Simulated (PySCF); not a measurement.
# How methods differ on the excitation energy of Ge

Ge [Ar] 3d10 4s2 4p2 (3P) → Ge [Ar] 3d10 4s1 4p3 (5S), as a difference of total energies. All numbers are calculated (PySCF 2.14, a scalar-relativistic core potential, in aug-cc-pwCVDZ-PP with ECP10MDF). Correlated levels: valence: 3s2 3p6 3d10 frozen; valence and next inner shell: nothing frozen outside the core potential. The calculations carry no spin-orbit coupling.

Task: Order these methods by the excitation energy they give, lowest first.
A. MP2 (valence and next inner shell)
B. r2SCAN0
C. BHandHLYP
D. UHF

Result: D (3.513 eV), A (4.734 eV), B (4.920 eV), C (5.574 eV).

Errors of the correlated levels include the incompleteness of this basis and the frozen core.

For comparison: 5.078 eV (measured; NIST levels, between the centres of gravity of the two terms).
